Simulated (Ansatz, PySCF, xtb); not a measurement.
Breaking a bond: C2, singlet.

Levels: RKS-M06-2X/6-31G* = restricted M06-2X/6-31G*, spherical d run with PySCF; GFN1-xTB (xtb); RHF/6-31G* = PySCF with restricted Hartree-Fock/6-31G*, spherical d; FCI = full CI/cc-pVDZ, frozen core run with Ansatz (a program for electronic structure).

Energies relative to the lowest point of each curve between 1.10 and 1.58 Å, where full CI is lowest, in mEh; the last columns give the difference from FCI:

```
R / Å  RKS-M06-2X/6-31G*  GFN1-xTB  RHF/6-31G*    FCI  RKS-M06-2X/6-31G* − FCI  GFN1-xTB − FCI  RHF/6-31G* − FCI
-----  -----------------  --------  ----------  -----  -----------------------  --------------  ----------------
1.10                46.9       9.1        42.6   57.8                    -10.9           -48.7             -15.2
1.20                 3.8       0.0         2.4    8.2                     -4.4            -8.2              -5.8
1.27                 0.0      17.8         0.0    0.0                      0.0            17.8               0.0
1.33                 7.5      42.2         8.4    3.8                      3.7            38.3               4.5
1.40                24.4      76.9        26.0   16.5                      7.9            60.5               9.5
1.43                33.3      93.1        35.2   23.6                      9.7            69.5              11.5
1.49                53.0     126.4        55.4   39.7                     13.3            86.7              15.7
1.52                63.4     143.3        66.1   48.2                     15.2            95.0              17.9
1.58                84.7     176.7        88.1   65.3                     19.5           111.4              22.8
1.65               109.8     210.0       113.8   82.8                     27.0           127.3              31.1
1.70               127.4     225.2       131.9   91.5                     35.9           133.7              40.4
1.80               161.6     255.1       166.4  109.4                     52.3           145.7              57.0
1.90               193.8     285.0       198.3  126.7                     67.1           158.3              71.6
2.05               236.3     327.3       241.1  149.8                     86.5           177.5              91.3
2.20               270.7     364.5       278.4  168.4                    102.3           196.1             110.0
2.45               313.6     413.2       330.2  189.0                    124.6           224.2             141.2
2.70               345.3     447.0       371.3  199.2                    146.1           247.8             172.1
2.97               371.7     470.5       406.0  204.1                    167.6           266.4             201.9
```

RKS-M06-2X/6-31G* is furthest from FCI at 2.97 (167.6 mEh, above); its mean absolute difference over the points is 49.7 mEh.

GFN1-xTB is furthest from FCI at 2.97 (266.4 mEh, above); its mean absolute difference over the points is 123.0 mEh.

RHF/6-31G* is furthest from FCI at 2.97 (201.9 mEh, above); its mean absolute difference over the points is 56.6 mEh.

The scan ran from 1.10 to 5.21 Å; beyond the distances shown full CI changes its symmetry label. The restricted form behind RKS-M06-2X/6-31G*, RHF/6-31G* keeps the bonding electrons paired and can't separate into open-shell fragments. Also computed but left out beside FCI, since their determinant holds another spin at the minimum (<S²> over 0.7 above the pure value): UHF, UKS-PBE0, UKS-CAM-B3LYP, UKS-PBE, UKS-B3LYP/6-31G*, UKS-M06-2X/6-31G*, UKS-BP86/6-31G*, UHF/6-31G*.
